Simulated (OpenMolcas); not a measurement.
## Levels of Pm3+ by method

```
Program             : OpenMolcas
Basis               : ANO-RCC-VDZP [7s6p4d2f1g]
Scalar Hamiltonian  : DKH2, point nucleus
Active space        : 4 electrons in 7 orbitals (4f)
State averaging     : 2S+1 = 5 even, 35 roots; 2S+1 = 3 even, 210 roots (159 in the spin-orbit step); 2S+1 = 1 even, 196 roots (105 in the spin-orbit step)
Spin-orbit coupling : state interaction with AMFI integrals over the reference wave functions, term energies averaged over their components
```

Methods on the same reference wave functions:
A. CASSCF
B. SS-CASPT2, IPEA 0.25 Eh, imaginary shift 0.1 Eh (closed shells correlated: 5s 5p)
C. MS-CASPT2, IPEA 0.25 Eh, imaginary shift 0.1 Eh (closed shells correlated: 5s 5p)

Energies in cm⁻¹ above 4f⁴ ⁵I₄.

| Level | A | B | C |
| --- | --- | --- | --- |
| 4f⁴ ⁵I₄ | 0.0 | 0.0 | 0.0 |
| 4f⁴ ⁵I₅ | 1582 | 1610 | 1610 |
| 4f⁴ ⁵I₆ | 3341 | 3380 | 3380 |
| 4f⁴ ⁵I₇ | 5225 | 5260 | 5260 |
| 4f⁴ ⁵I₈ | 7192 | 7200 | 7200 |
| 4f⁴ ⁵F₁ | 16729 | 14670 | 14660 |
| 4f⁴ ⁵F₂ | 17254 | 15170 | 15160 |
| 4f⁴ ⁵F₃ | 18163 | 16100 | 16080 |
| 4f⁴ ⁵S₂ | 18950 | 16890 | 16970 |
| 4f⁴ ⁵F₄ | 19222 | 17130 | 17120 |
| 4f⁴ ³K₆(1) | 20322 | 18700 | 18700 |
| 4f⁴ ⁵F₅ | 20628 | 18550 | 18540 |
| 4f⁴ ³K₇(1) | 21814 | 20220 | 20220 |
| 4f⁴ ³H₄(1) [59 %] | 23327 | 20560 | 20560 |
| 4f⁴ ³K₈(1) | 23594 | 22010 | 22010 |
| 4f⁴ ⁵G₂ | 24699 | 21930 | 21930 |
| 4f⁴ ⁵G₃ [57 %] | 24805 | 22010 | 22010 |
| 4f⁴ ³H₅(1) [63 %] | 25818 | 23100 | 23100 |
| 4f⁴ ⁵G₄ [72 %] | 26900 | 24200 | 24200 |
| 4f⁴ ³G₃(1) [58 %] | 27713 | 24830 | 24830 |
| 4f⁴ ³L₇ | 28380 | 26790 | 26790 |
| 4f⁴ ⁵G₅ [74 %] | 28834 | 26150 | 26150 |
| 4f⁴ ³H₆(1) [64 %] | 29016 | 26300 | 26300 |
| 4f⁴ ³D₂ [60 %] | 29089 | 25790 | 25790 |

Between B and C the level of the table that moves most is 4f⁴ ⁵S₂, by 82 cm-1 (lowest in B, highest in C). Moves below CASPT2's spread within the term are not significant.

From A to B the spin-free energies of the other terms of 4f⁴ shown, above ⁵I, scale by factors of 0.86 to 0.94, as is usual when dynamic correlation screens the repulsion within a d or f shell.

The lowest spin-free term lies below A's lowest term by 0.264 hartree in B, 0.264 hartree in C.

CASPT2 breaks the degeneracy within a term, and the mean is taken; among the terms shown or strongly mixed into the levels shown the widest spread is 800 cm-1 (4f⁴ ⁵I, C). High states are left out of the spin-orbit mixing, which shifts the levels that they would mix with. The basis is small and was not contracted for so high a charge. Without dynamic correlation excited terms often stand tens of per cent too high (terms of higher spin than the ground term too low), and those without a measured partner can miss by more than the paired ones (holds for A). Blocks of more than 70 roots (2S+1 = 3 even, 1 even) ran without multistate coupling (holds for C). Only configurations of the active space appear. The table leaves out levels that lie high or whose names do not pair safely across all columns.

A share in square brackets marks a mixed level and gives the weight of the term that names it, the lowest over the columns. A number in round brackets counts repeated terms of one configuration in the order of the reference energies.
